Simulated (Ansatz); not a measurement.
Isolated molecules relaxed with PBE0-D4/def2-TZVP in Ansatz; ΔE leaves out vibrations. CCSD(T)/CBS adds triple-zeta CCSD(T) − MP2 to the extrapolated MP2 energy (def2 sets, frozen cores). This one scheme is used for every species. DFT in def2-TZVPP. For Ge outer-core shells are correlated without core-valence functions, which leaves a few kJ/mol of doubt a bond. Scalar relativity is left out up to krypton. Each species was taken in one conformer, which may not be the lowest.

Reaction (ligand exchange at a Ge–S bond): `[F][GeH]([SH])[Cl]` + CH₃NH₂ → `C[NH][GeH]([F])[Cl]` + H₂S

```csv
species,BLYP energy (Eh)
`[F][GeH]([SH])[Cl]`,-3036.66378
CH₃NH₂,-95.85033
`C[NH][GeH]([F])[Cl]`,-2733.10300
H₂S,-399.39936
```

Question: Work out ΔE.

Answer: ΔE = (-2733.10300) + (-399.39936) − (-3036.66378) − (-95.85033) = 0.01175 Eh = +30.8 kJ/mol. CCSD(T)/CBS gives +22.9 kJ/mol.

Largest T1 diagnostic among the species: 0.011.

Leaving LDA and LC-ωPBE aside and taking each functional with its dispersion term where it has one, the values, not all of them listed here, spread over 10.5 kJ/mol, from CAM-B3LYP-D4 to PBE-D4. LDA lies −7.7 kJ/mol from PBE without D4. At CCSD(T), def2-SVP lies −7.3 kJ/mol from the extrapolated value and def2-TZVPP −2.6 kJ/mol.
